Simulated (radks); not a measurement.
Results of a calculation; reference values are marked as such.
Ionisation of the magnesium ion Mg2+, [Ne], to Mg3+, [He] 2s2 2p5, under several functionals. Non-relativistic Kohn-Sham, spin-polarised, spherical densities, point nucleus; open shells are filled with parallel spins first; a radial shooting solver on a logarithmic mesh with Libxc functionals.

Tao-Mo meta-GGA: E(Mg2+) (hartree) -199.17563; Exc (hartree) -15.99175; IE (eV) 80.468; -e(HOMO) (eV) 66.767; <r> HOMO (bohr) 0.6845; IE error (eV) +0.324
MS2 meta-GGA: E(Mg2+) (hartree) -199.24860; Exc (hartree) -16.07811; IE (eV) 80.994; -e(HOMO) (eV) 67.413; <r> HOMO (bohr) 0.6834; IE error (eV) +0.850
PBEsol: E(Mg2+) (hartree) -198.68311; Exc (hartree) -15.47770; IE (eV) 80.346; -e(HOMO) (eV) 66.589; <r> HOMO (bohr) 0.6842; IE error (eV) +0.202
TASK exchange with Perdew-Wang LDA correlation: E(Mg2+) (hartree) -199.25373; Exc (hartree) -16.09279; IE (eV) 82.341; -e(HOMO) (eV) 68.901; <r> HOMO (bohr) 0.6788; IE error (eV) +2.198
PW91: E(Mg2+) (hartree) -199.21363; Exc (hartree) -16.02868; IE (eV) 80.673; -e(HOMO) (eV) 66.882; <r> HOMO (bohr) 0.6837; IE error (eV) +0.530
Wu-Cohen GGA: E(Mg2+) (hartree) -198.92631; Exc (hartree) -15.73292; IE (eV) 80.506; -e(HOMO) (eV) 66.722; <r> HOMO (bohr) 0.6835; IE error (eV) +0.362
RPBE: E(Mg2+) (hartree) -199.22196; Exc (hartree) -16.03671; IE (eV) 80.424; -e(HOMO) (eV) 66.656; <r> HOMO (bohr) 0.6843; IE error (eV) +0.280
LDA (Slater exchange, Perdew-Zunger correlation): E(Mg2+) (hartree) -198.28434; Exc (hartree) -15.06075; IE (eV) 80.635; -e(HOMO) (eV) 66.842; <r> HOMO (bohr) 0.6843; IE error (eV) +0.491
exchange-only PBE: E(Mg2+) (hartree) -198.73829; Exc (hartree) -15.53641; IE (eV) 79.170; -e(HOMO) (eV) 65.474; <r> HOMO (bohr) 0.6858; IE error (eV) -0.973
LDA (Slater exchange, Perdew-Wang correlation): E(Mg2+) (hartree) -198.28733; Exc (hartree) -15.06380; IE (eV) 80.624; -e(HOMO) (eV) 66.851; <r> HOMO (bohr) 0.6843; IE error (eV) +0.480
BP86: E(Mg2+) (hartree) -199.25097; Exc (hartree) -16.06931; IE (eV) 80.608; -e(HOMO) (eV) 66.809; <r> HOMO (bohr) 0.6831; IE error (eV) +0.464
exchange-only LDA: E(Mg2+) (hartree) -197.47052; Exc (hartree) -14.22615; IE (eV) 78.568; -e(HOMO) (eV) 64.929; <r> HOMO (bohr) 0.6865; IE error (eV) -1.576

NIST Atomic Spectra Database: 80.144 eV (measured). Closest: PBEsol. The Delta-SCF values span 3.77 eV, the total energies 1.78 hartree. The highest occupied level is 2p. Open shells are spherical and high-spin; term and fine-structure splittings are not resolved.
